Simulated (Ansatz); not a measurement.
Start from `C[CH]([AlH2])CN` and change one atom or group to get `CC[CH](C)[AlH2]`.

Ansatz, PBE0-D4/def2-TZVP geometries, multiplicity 1. Each molecule was computed in one conformer, which needn't be the lowest.

| property | `C[CH]([AlH2])CN` |
| --- | --- |
| HOMO energy (PBE/def2-TZVPP) / eV | -5.37 |
| size of the dipole moment (PBE/def2-TZVPP) / D | 1.32 |
| HOMO–LUMO gap (PBE0/def2-TZVPP) / eV | 5.45 |
| HOMO–LUMO gap (B3LYP/def2-TZVPP) / eV | 5.00 |
| size of the dipole moment (B3LYP/def2-TZVPP) / D | 1.28 |
| size of the dipole moment (ωB97M-V/def2-TZVPP) / D | 1.29 |

(1) Give the same properties after the change, and the shifts. (Best estimate.)

## Answers

(1) The calculation gave: 
```tsv
property	`CC[CH](C)[AlH2]`	shift
HOMO energy (PBE/def2-TZVPP) / eV	-5.91	-0.54
size of the dipole moment (PBE/def2-TZVPP) / D	1.15	-0.17
HOMO–LUMO gap (PBE0/def2-TZVPP) / eV	5.88	0.43
HOMO–LUMO gap (B3LYP/def2-TZVPP) / eV	5.50	0.50
size of the dipole moment (B3LYP/def2-TZVPP) / D	1.09	-0.19
size of the dipole moment (ωB97M-V/def2-TZVPP) / D	1.10	-0.19
```

With PBE0 the HOMO falls by 0.28 eV and the LUMO rises by 0.15 eV, so the gap widens by about 0.43 eV. PBE moves the HOMO by -0.54 eV and ωB97M-V by -0.09 eV. Dipoles are sizes alone; their direction can turn.

B3LYP here is the variant with VWN-RPA as its local correlation; programs differ in this.
